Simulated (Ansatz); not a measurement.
Isolated molecules relaxed with PBE0-D4/def2-TZVP in Ansatz; ΔE leaves out vibrations. CBS: MP2 limit from def2 TZ/QZ plus the TZ coupled-cluster correction, frozen cores. Elements past krypton have def2 core potentials. For Te outer-core shells are correlated without core-valence functions, which leaves a few kJ/mol of doubt a bond. Each species was taken in one conformer, which may not be the lowest.

Consider the isomerisation: `[SiH3]C[Te][SiH3]` → `C[Te][SiH2][SiH3]`.

| species | HF/def2-TZVPP energy (Eh) |
| --- | --- |
| `[SiH3]C[Te][SiH3]` | -887.43734 |
| `C[Te][SiH2][SiH3]` | -887.43936 |

Task: Work out ΔE.

Result: ΔE = (-887.43936) − (-887.43734) = -0.00202 Eh = -5.3 kJ/mol. CCSD(T)/CBS gives -7.0 kJ/mol.

Largest T1 diagnostic among the species: 0.011.

From PBE to PBE0 (25 % exact exchange), in def2-TZVPP and without D4, ΔE moves by +3.4 kJ/mol. The D4 term adds +3.1 kJ/mol with B3LYP and +1.5 kJ/mol with PBE0; it sums over pairs of atoms, weighted by their polarisabilities, and B3LYP, whose exchange is more repulsive, gets the larger term.

B3LYP here is the variant with VWN-RPA as its local correlation; programs differ in this.
